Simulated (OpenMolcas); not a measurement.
## Rh3+: moving or changing the point charges

Rh3+ among 4 point charges of -2.5 e arranged as a tetrahedron (Td), 2.06 Å from the ion.
```
   1.1893    1.1893    1.1893  -2.50
   1.1893   -1.1893   -1.1893  -2.50
  -1.1893    1.1893   -1.1893  -2.50
  -1.1893   -1.1893    1.1893  -2.50
```

```json
{
  "Program": "OpenMolcas",
  "Method": "SS-CASPT2, IPEA 0.25 Eh, imaginary shift 0.1 Eh (closed shells correlated: 4s 4p)",
  "Basis": "ANO-RCC-VDZP [6s5p3d1f]",
  "Scalar Hamiltonian": "DKH2, point nucleus",
  "Active space": "6 electrons in 5 orbitals (4d)",
  "State averaging": "2S+1 = 5 even, 5 roots; 2S+1 = 3 even, 45 roots; 2S+1 = 1 even, 50 roots",
  "Spin-orbit coupling": "state interaction with AMFI integrals over the reference wave functions"
}
```

Runs around this geometry, states (labels of Td). Energies in cm-1 above the lowest state or level, χT in cm3 K/mol.

```tsv
R (Å)	q (e)	Ground state	First state of that spin	First gap with spin-orbit (degeneracies)	χT at 300 K	First state of another spin
2.06	-2	5E	5T2 2930	120 (1, 3)	4.500	3T1 17270
1.9	-2.5	5E	5T2 4020	120 (1, 3)	4.149	3T1 16050
2.06	-2.5	5E	5T2 3250	120 (1, 3)	4.383	3T1 16910
2.16	-2.5	5E	5T2 2820	120 (1, 3)	4.537	3T1 17320
```

Taking the first state of the same spin as R^-n, n = -ln(2820 / 4020) / ln(2.16 / 1.9) = 2.8 between the shortest and longest distance.

Scaling the charges by -2 / -2.5 = 0.80 scales the first state of the same spin by 2930 / 3250 = 0.90; with fixed orbitals a first-order splitting would follow the charge.

Roots that are degenerate in the reference are averaged as groups; the widest CASPT2 spread within a group is 450 cm-1 (the 3-fold group of multiplicity 3 near 47000 cm-1 above the lowest state of its run, R = 2.06, q = -2). Shifts and gaps below about the spread of the groups concerned are not significant. An orbital doublet at a regular site is open to a Jahn-Teller distortion, which this geometry leaves out. Point charges give a weaker field than real ligands, and real ions of this kind are as a rule low spin; the high spin found here belongs to the model. The ground term spreads over less than 5000 cm-1, several times less than with real ligands, so orbital moments are less quenched and χT lies further from the spin-only value than at real sites. Free-ion shares, where given, are those of the reference states; single-state CASPT2 does not remix them. Point charges carry no covalency, so the field is a model and not that of real ligands. No measured value stands beside these numbers.
